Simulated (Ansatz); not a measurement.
## Four-centre ligand exchange

Start structure (SnH6O, closed shell), relaxed at PBE0-D4/def2-TZVP:

```
8
angstrom
Sn 0.5841 -0.4763 1.0776
O -0.8601 0.3824 0.0455
H 1.1597 -1.6663 0.0123
H -0.0948 -1.1323 2.5018
H 1.7586 0.7075 1.4499
H -0.6962 0.5244 -2.4265
H -0.5782 0.5445 -3.1660
H -1.2730 1.1162 0.5055
```

The step: SnH₄O ([OH][SnH3]) + H₂ → SnH₄ + H₂O; bonds formed: Sn1–H7, O2–H6; bonds broken: Sn1–O2, H6–H7. Ansatz 0.2.0; basis: def2-TZVPP and def2-QZVPP; cores frozen in the correlated methods. Filled d shells of the heavier atoms are correlated. Core potentials replace the inner electrons of the atoms past krypton. The def2 sets are not built for correlating such inner shells, so the correlated values are less sure here. Extrapolation: Hartree–Fock as exp(−7.88 √X), correlation as X^−2.97. Energies below are by CCSD(T) at an estimated basis limit (MP2 extrapolated from triple and quadruple zeta, plus CCSD(T) − MP2 in triple zeta).

(1) What are the electronic barrier and the energy of the step, from the start structure to the end structure? (To be estimated.)

The T1 diagnostic stays at or below 0.015.

## Answers

(1) By the calculation: Barrier 1.599 eV; step energy -0.101 eV (downhill); reverse barrier, their difference, 1.700 eV. Barrier and step energy count from the start structure, the reverse barrier from the end structure.

The saddle point: One imaginary mode of 1343i cm⁻¹.
```
  pair  start (Å)  saddle (Å)  end (Å)
Sn1–H7       4.52        2.10     1.70
 O2–H6       2.48        1.19     0.96
Sn1–O2       1.97        2.18     3.15
 H6–H7       0.75        1.06     3.04
```

Zero-point energy (harmonic, PBE0-D4): ZPE is 1.228 eV at the start and 1.258 eV at the saddle, so the barrier goes from 1.599 to 1.629 eV.

Labels in which every atom is bracketed show which atoms are joined, not bond orders.

For scale, one of the runs: CCSD(T)/def2-TZVPP, 165 basis functions, launched by `ansatz run in.yaml --threads 2 --pin off --events-out ev --progress --plain --max-ram 4352MiB`. The run took 52 s on 2 CPU threads of an Arm Neoverse V1 (shared host), with 1.5 GiB of host memory at its peak.
